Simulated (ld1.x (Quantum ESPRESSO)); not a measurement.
## PBE PAW dataset for manganese, fully relativistic all-electron reference.

ld1.x (Quantum ESPRESSO) 7.5 was run on this input:

```
&input
   title='Mn', zed=25., rel=2, dft='PBE', iswitch=3,
   config='[Ar] 3d5 4s2 4p0', rel_dist='average',
   nld=5, rlderiv=2.65, eminld=-6.0, emaxld=5.0, deld=0.02
 /
 &inputp
   pseudotype=3, lpaw=.true., tm=.true., lloc=-1, rcloc=1.90,
   nlcc=.true., rcore=0.95,
   which_augfun='BESSEL', rmatch_augfun=1.25,
   file_pseudopw='Mn.UPF', file_wfcaegen='ae.wfc', file_wfcncgen='nc.wfc', file_beta='beta', file_chi='chi', file_wfcusgen='us.wfc'
 /
6
4S  1  0   2.00   0.00  1.80  2.45  0.0
4S  1  0   0.00   0.10  1.80  2.45  0.0
3P  2  1   6.00   0.00  1.25  1.50  0.0
4P  3  1   0.00   0.00  1.25  1.50  0.0
3D  3  2   5.00   0.00  1.50  2.05  0.0
3D  3  2   0.00   0.25  1.50  2.05  0.0
 &test
   configts(1)='3p6 3d5 4s2 4p0'
 /
```

Command:

```bash
ld1.x < Mn.in > Mn.out
```

Output (shortened: banner, matrices, multipoles, cross overlaps and the repeated all-electron block are left out):

```
Program LD1 v.7.5
     --------------------------- All-electron run ----------------------------

     Mn
     dirac relativistic calculation

     atomic number is 25.00
     dft =PBE   lsd =0 sic =0 latt =0  beta=0.20 tr2=1.0E-14
     Exchange-correlation= PBE
                           (   1   4   3   4   0   0   0)
     mesh =1187 r(mesh) = 100.09544 a.u. xmin = -7.00 dx = 0.01250
     1 Ry =  13.60569312 eV, c = 137.03599908

     n l j   nl                  e(Ry)          e(Ha)          e(eV)
     Spin orbit split results
     1 0 0.5 1S 1( 2.00)      -472.4669      -236.2334     -6428.2392
     2 0 0.5 2S 1( 2.00)       -54.6644       -27.3322      -743.7468
     2 1 0.5 2P 1( 2.00)       -46.8165       -23.4083      -636.9713
     2 1 1.5 2P 1( 4.00)       -46.0499       -23.0250      -626.5414
     3 0 0.5 3S 1( 2.00)        -6.3107        -3.1553       -85.8609
     3 1 0.5 3P 1( 2.00)        -4.0742        -2.0371       -55.4317
     3 1 1.5 3P 1( 4.00)        -3.9808        -1.9904       -54.1614
     3 2 1.5 3D 1( 2.00)        -0.5029        -0.2514        -6.8423
     3 2 2.5 3D 1( 3.00)        -0.4942        -0.2471        -6.7243
     4 0 0.5 4S 1( 2.00)        -0.3753        -0.1877        -5.1064
     4 1 0.5 4P 1( 0.00)        -0.1027        -0.0513        -1.3968
     4 1 1.5 4P 1( 0.00)        -0.0998        -0.0499        -1.3575
     Averaged results
     1 0     1S 1( 2.00)      -472.4669      -236.2334     -6428.2392
     2 0     2S 1( 2.00)       -54.6644       -27.3322      -743.7468
     2 1     2P 1( 6.00)       -46.3055       -23.1527      -630.0180
     3 0     3S 1( 2.00)        -6.3107        -3.1553       -85.8609
     3 1     3P 1( 6.00)        -4.0119        -2.0060       -54.5848
     3 2     3D 1( 5.00)        -0.4977        -0.2488        -6.7715
     4 0     4S 1( 2.00)        -0.3753        -0.1877        -5.1064
     4 1     4P 1( 0.00)        -0.1007        -0.0504        -1.3706

     final scf error:  1.3E-15 reached in  30 iterations

     Etot =   -2316.634342 Ry,   -1158.317171 Ha,  -31519.415932 eV

     Ekin =    2346.319958 Ry,    1173.159979 Ha,   31923.309322 eV
     Encl =   -5534.502540 Ry,   -2767.251270 Ha,  -75300.743143 eV
     Eh   =     975.459179 Ry,     487.729589 Ha,   13271.798238 eV
     Exc  =    -103.910939 Ry,     -51.955470 Ha,   -1413.780349 eV

     normalization and overlap integrals

     s(1S/1S) =  1.000000  <r> =   0.0609  <r2> =    0.0050  r(max) =   0.0400
     s(2S/2S) =  1.000000  <r> =   0.2792  <r2> =    0.0922  r(max) =   0.2331
     s(2P/2P) =  1.000000  <r> =   0.2451  <r2> =    0.0740  r(max) =   0.1861
     s(2P/2P) =  1.000000  <r> =   0.2480  <r2> =    0.0756  r(max) =   0.1885
     s(3S/3S) =  1.000000  <r> =   0.8514  <r2> =    0.8370  r(max) =   0.7361
     s(3P/3P) =  1.000000  <r> =   0.8981  <r2> =    0.9519  r(max) =   0.7454
     s(3P/3P) =  1.000000  <r> =   0.9072  <r2> =    0.9713  r(max) =   0.7547
     s(3D/3D) =  1.000000  <r> =   1.2193  <r2> =    2.0143  r(max) =   0.7642
     s(3D/3D) =  1.000000  <r> =   1.2261  <r2> =    2.0387  r(max) =   0.7642
     s(4S/4S) =  1.000000  <r> =   3.0942  <r2> =   11.1387  r(max) =   2.5058
     s(4P/4P) =  1.000000  <r> =   4.5013  <r2> =   24.3436  r(max) =   3.3825
     s(4P/4P) =  1.000000  <r> =   4.5528  <r2> =   24.9012  r(max) =   3.4251

     ------------------------ End of All-electron run ------------------------

     --------------------- Generating PAW atomic setup --------------------

      Generating local potential from pseudized AE potential:
      Matching radius rcloc =   1.9000

      Local pseudo, rcloc= 1.880 Estimated cut-off energy=     6.98 Ry

      Computing core charge for nlcc:

       r > 0.96 : true rho core
       r < 0.96 : rho core = a sin(br)/r    a=   3.75  b=   2.60

      Integrated core pseudo-charge :   2.09

     Fully relativistic calculation: |psi|^2

     Wfc 4S LC norm =  0.99997165 SC norm =  0.00002604 missing  0.00000231
     Speed at rcutus      0.465 a.u.,  v/c =  0.003396,  (v/c)^2 =  0.00001154

     Wfc 3P LC norm =  0.99972312 SC norm =  0.00027687 missing  0.00000001
     Speed at rcutus      0.536 a.u.,  v/c =  0.003912,  (v/c)^2 = -0.00001530

     Wfc 3P LC norm =  0.99972750 SC norm =  0.00027249 missing  0.00000002
     Speed at rcutus      0.525 a.u.,  v/c =  0.003833,  (v/c)^2 = -0.00001469

     Wfc 4P LC norm =  0.99998670 SC norm =  0.00001301 missing  0.00000028
     Speed at rcutus      0.269 a.u.,  v/c =  0.001960,  (v/c)^2 =  0.00000384

     Wfc 4P LC norm =  0.99998700 SC norm =  0.00000973 missing  0.00000328
     Speed at rcutus      0.256 a.u.,  v/c =  0.001866,  (v/c)^2 =  0.00000348

     Wfc 3D LC norm =  0.99983517 SC norm =  0.00016482 missing  0.00000001
     Speed at rcutus      0.404 a.u.,  v/c =  0.002945,  (v/c)^2 =  0.00000867

     Wfc 3D LC norm =  0.99983639 SC norm =  0.00016278 missing  0.00000083
     Speed at rcutus      0.408 a.u.,  v/c =  0.002974,  (v/c)^2 =  0.00000885
      Wfc-us  4S rcutus= 2.475  Estimated cut-off energy=     7.22 Ry
      Wfc-us  4S rcutus= 2.475  Estimated cut-off energy=     7.98 Ry
      Wfc-us  3P rcutus= 1.501  Estimated cut-off energy=    37.48 Ry
      Wfc-us  3P rcutus= 1.501  Estimated cut-off energy=    37.42 Ry
      Wfc-us  4P rcutus= 1.501  Estimated cut-off energy=    70.21 Ry
      Wfc-us  4P rcutus= 1.501  Estimated cut-off energy=    69.95 Ry
      Wfc-us  3D rcutus= 2.026  Estimated cut-off energy=    28.57 Ry
      Wfc-us  3D rcutus= 2.026  Estimated cut-off energy=    28.56 Ry
      Wfc-us  3D rcutus= 2.026  Estimated cut-off energy=    48.63 Ry
      Wfc-us  3D rcutus= 2.026  Estimated cut-off energy=    48.43 Ry

     Required augmentation: BESSEL   radius:    1.250000
     Suggested rho cutoff for augmentation:  62.54 Ry

     Estimated PAW energy = -229.155345 Ryd

     ------------------- End of pseudopotential generation -------------------

     Computing logarithmic derivative in   2.65089
     Computing logarithmic derivative in   2.65089
     Computing the partial wave expansion
     R is outside the sphere for l=    0 j= 0.50
     R is outside the sphere for l=    0 j= 0.50
     R is outside the sphere for l=    1 j= 0.50
     R is outside the sphere for l=    1 j= 0.50
     R is outside the sphere for l=    1 j= 1.50
     R is outside the sphere for l=    1 j= 1.50
     R is outside the sphere for l=    2 j= 1.50
     R is outside the sphere for l=    2 j= 1.50
     R is outside the sphere for l=    2 j= 2.50
     R is outside the sphere for l=    2 j= 2.50

     ---------------------- Testing the pseudopotential ----------------------

     Mn
     dirac relativistic calculation

     atomic number is 25.00   valence charge is 13.00
     dft = SLA  PW   PBX  PBC   lsd =0 sic =0 latt =0  beta=0.20 tr2=1.0E-14
     mesh =1187 r(mesh) = 100.09544 xmin = -7.00 dx = 0.01250

     n l  j  nl             e AE (Ry)       e PS (Ry)    De AE-PS (Ry)
     2 1 0.5 3P   1( 2.00)       -4.07416       -4.07415       -0.00001
     2 1 1.5 3P   1( 4.00)       -3.98079       -3.98078       -0.00001
     3 2 1.5 3D   1( 2.00)       -0.50290       -0.50289       -0.00001
     3 2 2.5 3D   1( 3.00)       -0.49423       -0.49422       -0.00001
     1 0 0.5 4S   1( 2.00)       -0.37531       -0.37532        0.00000
     3 1 0.5 4P   1( 0.00)       -0.10266       -0.10266       -0.00000
     3 1 1.5 4P   1( 0.00)       -0.09977       -0.09977       -0.00000

     eps = 1.4E-17  iter =  6

     Etot =   -2316.634342 Ry,   -1158.317171 Ha,  -31519.415932 eV
     Etotps =  -229.155302 Ry,    -114.577651 Ha,   -3117.816723 eV

     Ekin =     190.275303 Ry,      95.137652 Ha,    2588.827383 eV
     Encl =    -440.825311 Ry,    -220.412655 Ha,   -5997.733896 eV
     Ehrt =     125.305660 Ry,      62.652830 Ha,    1704.870359 eV
     Ecxc =    -103.910955 Ry,     -51.955478 Ha,   -1413.780569 eV
     (Ecc =      -2.354233 Ry,      -1.177116 Ha,     -32.030968 eV)

     ---------------------- End of pseudopotential test ----------------------
```

Generation and configuration tests took about 2.8 s on one core of a shared server CPU.
